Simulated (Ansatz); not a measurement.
Compare A (`C=NCO[SiH3]`) with its isomer B (`N[Si]1(O)CC1`).

Isolated molecules relaxed with PBE0-D4/def2-TZVP in Ansatz; ΔE leaves out vibrations. CCSD(T)/CBS is the MP2 limit (def2-TZVPP, def2-QZVPP) plus CCSD(T) − MP2 in def2-TZVPP, frozen cores. DFT in def2-TZVPP. B3LYP here is the variant with VWN-RPA as its local correlation; programs differ in this. One conformer a species, not always the lowest.

Problem. Which isomer does CCSD(T)/CBS put lower? Give the gap. (Estimate.)

Solution. The calculation gave: B, by 38.9 kcal/mol.

Problem. Give E(B) − E(A) in kcal/mol with B3LYP, B3LYP-D4, ωB97M-V, MP2/def2-TZVPP, PBE-D4, r2SCAN-D4, CCSD/def2-TZVPP. (Best estimate.)

Solution. Computed: B3LYP -33.4, B3LYP-D4 -34.1, ωB97M-V -39.7, MP2/def2-TZVPP -41.6, PBE-D4 -38.1, r2SCAN-D4 -40.1, CCSD/def2-TZVPP -36.3. None reverses the order clearly.

Largest T1 diagnostic: 0.012.

From PBE to PBE0 (25 % exact exchange), in def2-TZVPP and without D4, E(B) − E(A) moves by −2.6 kcal/mol. In def2-TZVPP, CCSD(T) changes the Hartree–Fock value by −8.3 kcal/mol (the triples alone add +0.0 kcal/mol) and MP2 by −13.6 kcal/mol.
